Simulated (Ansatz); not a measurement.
`[CH3][InH][CH2]O`. Total charge 0; spin multiplicity 1. In: def2 effective core potential. The geometry is a stationary point of PBE0-D4/def2-TZVP. It is one conformer, not always the lowest.

```xyz
11

C    -1.219   -0.879   -1.238
In   -0.204    0.899   -0.545
C     1.137    0.661    1.169
O     1.491   -0.688    1.444
H    -0.712   -1.783   -0.897
H    -2.243   -0.891   -0.855
H    -1.272   -0.892   -2.327
H    -0.462    2.430   -1.318
H     0.724    1.159    2.058
H     2.071    1.181    0.942
H     0.689   -1.198    1.568
```

Problem. What is the dipole moment at ωB97M-V/def2-TZVPP? (Best estimate.)

Solution. The calculation gave: 1.38 D, with components (-1.38, 0.13, 0.00) D in this frame, pointing from negative to positive charge.

Problem. And with PBE, r2SCAN, B3LYP? (An estimate is asked.)

Solution. Ansatz gave: PBE 1.25 D, r2SCAN 1.29 D, B3LYP 1.33 D.

Problem. Give the Mulliken charges with ωB97M-V, PBE, B3LYP in def2-TZVPP. (Estimate.)

Solution. Ansatz gave: 
```tsv
atom	ωB97M-V	PBE	B3LYP
C1	-0.64	-0.59	-0.60
In2	0.56	0.59	0.65
C3	-0.29	-0.27	-0.25
O4	-0.32	-0.30	-0.34
H5	0.13	0.11	0.11
H6	0.12	0.10	0.10
H7	0.13	0.11	0.11
H8	-0.11	-0.14	-0.16
H9	0.12	0.09	0.09
H10	0.12	0.11	0.11
H11	0.18	0.19	0.19
```

B3LYP here is the variant with VWN-RPA as its local correlation; programs differ in this.
